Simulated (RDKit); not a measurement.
RDKit input (MMFF94):

```python
from rdkit import Chem
from rdkit.Chem import AllChem, rdDetermineBonds

mol = Chem.MolFromXYZFile('mol.xyz')
rdDetermineBonds.DetermineBonds(mol, charge=0)
print('SMILES', Chem.MolToSmiles(Chem.RemoveHs(mol)))
ff = AllChem.MMFFGetMoleculeForceField(mol, AllChem.MMFFGetMoleculeProperties(mol))
e0 = ff.CalcEnergy()
flag = ff.Minimize(maxIts=5000, forceTol=1e-5)
print(f'energy {e0:.4f} -> {ff.CalcEnergy():.4f} kcal/mol, converged: {flag == 0}')
print(Chem.MolToXYZBlock(mol))
```
mol.xyz:
```
6

P     -1.02027206    -0.47127800    -0.05348212
P      1.02027508     0.47110689     0.05491295
H     -1.51764144     0.25666815     1.06041507
H     -1.51478581     0.48948324    -0.97567300
H      1.52191029    -0.49872576     0.96366793
H      1.51047169    -0.24485897    -1.06987245
```

Q: Which steric energies does it print, before and after the minimisation?

A: 3.92 and 2.52 kcal/mol. They count from the force field's own zero for this bonding and are no heats of formation.
